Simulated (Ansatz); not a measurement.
A calculation with Ansatz (development build ahead of 0.2.0).

```yaml
crystal:
  periodic: [false, false, false]
  atoms:
    - { symbol: Li, position_ang: [2.522, 0.0, 0.0] }
    - { symbol: Li, position_ang: [1.261, 2.18412, 0.0] }
    - { symbol: Li, position_ang: [-1.261, 2.18412, 0.0] }
    - { symbol: Li, position_ang: [-2.522, 0.0, 0.0] }
    - { symbol: Li, position_ang: [-1.261, -2.18412, 0.0] }
    - { symbol: Li, position_ang: [1.261, -2.18412, 0.0] }
basis:
  gaussian: { orbitals: "6-31G" }
hamiltonian:
  xc: hf
correlation:
  method: mp2
  frozen_orbitals: { Li: 0 }
output:
  forces: true
```

The input is written out in the form of the current development build from the run's settings.

The run gave:

```
Converged          : yes
Reference energy   : -44.56251 hartree
Correlation energy : -0.07844 hartree
Total energy       : -44.64096 hartree
```

Forces (eV/Å):
```csv
atom,Fx,Fy,Fz
Li1,0.648,0.000,0.000
Li2,0.324,0.562,0.000
Li3,-0.324,0.562,0.000
Li4,-0.648,0.000,0.000
Li5,-0.324,-0.562,0.000
Li6,0.324,-0.562,0.000
```

Caution: no unrestricted run beside it, a lower state can exist.
